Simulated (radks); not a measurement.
Sc3+, configuration [Ne] 3s2 3p5 6d1 (not the ground configuration). Calculated with a radial shooting solver on a logarithmic mesh with Libxc functionals: Dirac Kohn-Sham, BLYP, spin-unpolarised, spherical densities, point nucleus; open shells are shared between the two j in proportion to 2j + 1. Some entries of the table are withheld. Estimate them.

orbital     occ.  eigenvalue (hartree)  <r^2> (bohr^2)  <r> (bohr)
1s1/2          2             -163.5988        0.007175     0.07304
2s1/2          2             -19.35974          0.1394      0.3432
2p1/2          2                   (1)          0.1154      0.3055
2p3/2          4                   (2)          0.1173      0.3082
3s1/2          2              -3.74220             (3)       1.033
3p1/2    1.66667                   (4)           1.375         (5)
3p3/2    3.33333                   (6)           1.391         (7)
6d3/2        0.4              -0.25594             (8)         (9)
6d5/2        0.6              -0.25585            (10)        (11)

Answer. 
(1) 2p1/2 eigenvalue (hartree): -16.32265
(2) 2p3/2 eigenvalue (hartree): -16.15149
(3) 3s1/2 <r^2> (bohr^2): 1.222
(4) 3p1/2 eigenvalue (hartree): -2.94135
(5) 3p1/2 <r> (bohr): 1.087
(6) 3p3/2 eigenvalue (hartree): -2.91964
(7) 3p3/2 <r> (bohr): 1.093
(8) 6d3/2 <r^2> (bohr^2): 109.1
(9) 6d3/2 <r> (bohr): 9.878
(10) 6d5/2 <r^2> (bohr^2): 109.1
(11) 6d5/2 <r> (bohr): 9.878
